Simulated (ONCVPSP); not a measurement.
## LDA (Perdew-Zunger) ONCV dataset for Ne, scalar-relativistic all-electron reference.

- Element: neon (Ne)
- Generator: ONCVPSP 4.0.1
- Type: optimised norm-conserving Vanderbilt (ONCV)
- Functional: LDA (Perdew-Zunger)
- Relativity: scalar-relativistic
- Frozen core: [He]
- Valence charge: 8
- Reference configuration: 2s2 2p4 (charge +2)
- Partial waves: 2s: rc 0.60 bohr, ncon 3, nbas 6, qcut 11.6 1/bohr, 3 projectors, debl 3.2 Ha; 2p: rc 0.85 bohr, ncon 4, nbas 9, qcut 13.3 1/bohr, 2 projectors, debl 3.7 Ha
- Local potential: polynomial inside 0.50 bohr (lpopt 5, dvloc0 0 Ha)
- Core correction: polynomial model core, fcfact 0.55

- Cutoffs needed: 75 Ha and 228 Ha (the cutoffs (Ha) at which the residual kinetic energy of the hardest occupied pseudo-wave falls to 1 and 0.1 mHa per electron)
- Ghost test: ghosts flagged at negative energy: s at -662.4 eV; GHOST(+) flags only above 600 eV; a true bound ghost makes a file unfit for plane-wave use
- Largest excitation error: +45 meV (all-electron minus pseudo) for 2s2 2p6, out of 4 test configurations
- rms error of d²Exc/dni dnj: 4.53 mHa without and 1.79 mHa with the model core
